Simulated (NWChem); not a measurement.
System: C$_{2}$H$_{4}$GeO$_{2}$; SMILES [O]1[Ge@@H]([CH]=C1)[OH]

NWChem input:

```
start job
memory heap 200 mb stack 900 mb global 1100 mb
geometry units angstroms noautosym nocenter noautoz
  O     -0.400064     1.792839    -0.721963
  Ge     0.075074     0.399976     0.284757
  C      0.994866    -1.141523    -0.430989
  C     -0.163377    -1.816806    -0.251678
  O     -1.181980    -1.041717     0.222377
  H     -0.479929     1.527338    -1.652661
  H      0.212530     0.992510     1.700197
  H      1.960875    -1.485793    -0.769013
  H     -0.395774    -2.869043    -0.419452
end
basis spherical
  * library 6-31g*
end
dft
  xc b3lyp
  iterations 150
end
property
  shielding
end
task dft property
```

NWChem printed, in part:

```
             Northwest Computational Chemistry Package (NWChem) 7.3.0
             --------------------------------------------------------

                             Geometry "geometry" -> ""
                             -------------------------

 Output coordinates in angstroms (scale by  1.889725989 to convert to a.u.)

  No.       Tag          Charge          X              Y              Z
 ---- ---------------- ---------- -------------- -------------- --------------
    1 O                    8.0000    -0.40006400     1.79283900    -0.72196300
    2 Ge                  32.0000     0.07507400     0.39997600     0.28475700
    3 C                    6.0000     0.99486600    -1.14152300    -0.43098900
    4 C                    6.0000    -0.16337700    -1.81680600    -0.25167800
    5 O                    8.0000    -1.18198000    -1.04171700     0.22237700
    6 H                    1.0000    -0.47992900     1.52733800    -1.65266100
    7 H                    1.0000     0.21253000     0.99251000     1.70019700
    8 H                    1.0000     1.96087500    -1.48579300    -0.76901300
    9 H                    1.0000    -0.39577400    -2.86904300    -0.41945200

 Effective nuclear repulsion energy (a.u.)     369.8074331100

                              NWChem Property Module
                              ----------------------

  itol2e modified to match energy
  convergence criterion.

                                 NWChem DFT Module
                                 -----------------

 Summary of "ao basis" -> "ao basis" (spherical)
 ------------------------------------------------------------------------------
       Tag                 Description            Shells   Functions and Types
 ---------------- ------------------------------  ------  ---------------------
 O                           6-31g*                  6       14   3s2p1d
 Ge                          6-31g*                 12       32   5s4p3d
 C                           6-31g*                  6       14   3s2p1d
 H                           6-31g*                  2        2   2s

  itol2e modified to match energy
  convergence criterion.

[...]

          -----------------------------------------
          Chemical Shielding Tensors (GIAO, in ppm)
          -----------------------------------------

                                NWChem CPHF Module
                                ------------------

  scftype          =     RHF
  nclosed          =       32
  nopen            =        0
  variables        =     2048
  # of vectors     =        3
  tolerance        = 0.10D-03
  level shift      = 0.00D+00
  max iterations   =       50
  max subspace     =       30

 SCF residual:    9.7963423373490017E-005

Iterative solution of linear equations
  No. of variables     2048
  No. of equations        3
  Maximum subspace       30
        Iterations       50
       Convergence  1.0D-04

   iter   nsub   residual    time
   ----  ------  --------  ---------
     1      3    6.34D-01      40.8
     2      6    5.34D-02      44.8
     3      9    1.92D-03      49.0
     4     12    9.13D-05      52.9

      Atom:    1  O
        Diamagnetic
    371.7192     -7.2479      7.2420
     -7.2479    393.9024    -13.1293
      7.2420    -13.1293    397.0947

        Paramagnetic
    -99.1115      9.9978     15.8079
      9.9978   -145.1464    -17.3827
     15.8079    -17.3827   -214.5606

        Total Shielding Tensor
    272.6077      2.7499     23.0498
      2.7499    248.7559    -30.5120
     23.0498    -30.5120    182.5340

           isotropic =     234.6326
          anisotropy =      66.7040

          Principal Components and Axis System
                 1           2           3
              279.1019    258.9233    165.8725

      1         0.9355      0.2867     -0.2067
      2        -0.2048      0.9163      0.3440
      3         0.2880     -0.2795      0.9159

      Atom:    2  Ge
        Diamagnetic
   2759.1627      0.7080      0.2356
      0.7080   2763.3184     -1.4389
      0.2356     -1.4389   2756.5020

        Paramagnetic
  -1309.9812    -55.9462    -38.4736
    -55.9462  -1278.8384     24.1687
    -38.4736     24.1687  -1333.3479

        Total Shielding Tensor
   1449.1814    -55.2382    -38.2381
    -55.2382   1484.4800     22.7298
    -38.2381     22.7298   1423.1541

           isotropic =    1452.2718
          anisotropy =     130.8396

          Principal Components and Axis System
                 1           2           3
             1539.4982   1425.1238   1392.1936

      1        -0.5910      0.4101      0.6946
      2         0.7327      0.6331      0.2496
      3         0.3374     -0.6565      0.6747

      Atom:    3  C
        Diamagnetic
    259.7876     -6.3790     -9.9756
     -6.3790    260.5518      9.5044
     -9.9756      9.5044    236.5001

        Paramagnetic
   -156.2507     47.1897     38.1086
     47.1897   -182.0718    -33.8849
     38.1086    -33.8849   -124.6753

        Total Shielding Tensor
    103.5369     40.8107     28.1330
     40.8107     78.4800    -24.3805
     28.1330    -24.3805    111.8247

           isotropic =      97.9472
          anisotropy =      61.5189

          Principal Components and Axis System
                 1           2           3
              138.9598    123.1713     31.7105

      1         0.7862     -0.2459     -0.5669
      2         0.3166     -0.6275      0.7113
      3         0.5307      0.7387      0.4155

      Atom:    4  C
        Diamagnetic
    260.2992      0.3441     -6.8934
      0.3441    261.5849      5.9518
     -6.8934      5.9518    239.7759

        Paramagnetic
   -231.5242     38.8543     34.2880
     38.8543   -296.2100    -51.0765
     34.2880    -51.0765   -152.5732

[...]
```

Level: B3LYP/6-31G* (spherical d), GIAO. The geometry was optimised at B3LYP/6-31G* (spherical d). The printed shielding anisotropy is the first printed principal value minus the mean of the other two.
